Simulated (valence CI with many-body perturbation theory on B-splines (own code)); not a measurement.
## Te31+: one-electron terms

Computed by valence CI with perturbative core correlation (CI+MBPT): three valence electrons over a frozen Dirac-Fock core [Ar], a basis of 7 s, 7 p, 8 d, 6 f, 4 g, 1 h functions for each j, with the one-electron correlation potential Σ1 (screened to all orders), the two-electron term Σ2, the three-electron term Σ3, Breit, model QED; selected single and double excitations, second order for the rest, scaled by the run's own slope (own B-spline code, finite nucleus).

The last digits are not significant, and no measured levels were compared; by estimate large intervals hold to a few tenths of a per cent, small ones and those within an open d or f shell to about a per cent. Only levels of the ground parity were solved; by the run's estimate the other parity begins above the list, which can be wrong where configurations are misplaced.

These are the spectroscopic orbitals of the CI (the correlating ones are not listed), shaped by the core and the other valence electrons. h is the expectation value of the core's Dirac-Fock operator, without the valence repulsion; Σ1 is computed up to l = 3 at one energy for each symmetry, that of its lowest orbital but kept below the first core excitation, so for empty shells it is not the orbital's own correlation shift; Breit and QED include the response of the core.

| Orbital | h (hartree) | Σ1 (cm⁻¹) | Breit (cm⁻¹) | QED (cm⁻¹) | ⟨r⟩ (bohr) |
| --- | --- | --- | --- | --- | --- |
| 4s1/2 | -45.036 | -7763 | 3862 | 2820 | 0.5907 |
| 5s1/2 | -27.417 | -2910 | 1843 | 1366 | 0.9672 |
| 6s1/2 | -18.458 | -1446 | 1007 | 757 | 1.439 |
| 4p1/2 | -43.272 | -10009 | 6150 | -120 | 0.5877 |
| 5p1/2 | -26.553 | -3632 | 3007 | -55.9 | 0.9721 |
| 6p1/2 | -17.973 | -1784 | 1672 | -30.4 | 1.452 |
| 4p3/2 | -42.429 | -9632 | 3861 | 168 | 0.6004 |
| 5p3/2 | -26.149 | -3574 | 1889 | 84.7 | 0.9878 |
| 6p3/2 | -17.747 | -1771 | 1099 | 48.0 | 1.471 |
| 3d3/2 | -75.856 | -22119 | 7543 | -720 | 0.2608 |
| 4d3/2 | -39.837 | -9694 | 2730 | -200 | 0.5776 |
| 5d3/2 | -24.916 | -3738 | 1335 | -92.4 | 0.9803 |
| 3d5/2 | -75.327 | -21309 | 3589 | -400 | 0.2635 |
| 4d5/2 | -39.65 | -9465 | 1342 | -95.2 | 0.5809 |
| 5d5/2 | -24.824 | -3635 | 647 | -41.4 | 0.9844 |
| 4f5/2 | -37.313 | -21882 | 226 | -117 | 0.5261 |
| 5f5/2 | -23.76 | -8813 | 100 | -56.1 | 0.9418 |
| 4f7/2 | -37.254 | -19711 | -199 | -77.8 | 0.5275 |
| 5f7/2 | -23.727 | -7919 | -78.9 | -35.7 | 0.9435 |
| 5g7/2 | -23.149 |  | 15.4 | -13.1 | 0.8510 |
| 5g9/2 | -23.135 |  | -26.0 | -3.5 | 0.8518 |

Among the shells of the start configuration 3d3, Σ1 is largest in size for 3d3/2, where it is 0.13 % of h.

Lowest root of each symmetry, sizes in configuration state functions:

```json
{"J": "1/2", "Parity": "even", "Roots": "2", "Reference": "54", "Variational": "2244", "Second order": "123", "Change by selected CI (cm⁻¹)": "-5390", "Change by second order (cm⁻¹)": "0"}
{"J": "3/2", "Parity": "even", "Roots": "5", "Reference": "90", "Variational": "4037", "Second order": "2279", "Change by selected CI (cm⁻¹)": "-4486", "Change by second order (cm⁻¹)": "0"}
{"J": "5/2", "Parity": "even", "Roots": "5", "Reference": "102", "Variational": "4830", "Second order": "2942", "Change by selected CI (cm⁻¹)": "-3619", "Change by second order (cm⁻¹)": "0"}
{"J": "7/2", "Parity": "even", "Roots": "3", "Reference": "89", "Variational": "4660", "Second order": "373", "Change by selected CI (cm⁻¹)": "-4014", "Change by second order (cm⁻¹)": "0"}
{"J": "9/2", "Parity": "even", "Roots": "3", "Reference": "68", "Variational": "3928", "Second order": "350", "Change by selected CI (cm⁻¹)": "-4604", "Change by second order (cm⁻¹)": "0"}
{"J": "11/2", "Parity": "even", "Roots": "1", "Reference": "37", "Variational": "2825", "Second order": "327", "Change by selected CI (cm⁻¹)": "-5310", "Change by second order (cm⁻¹)": "0"}
```
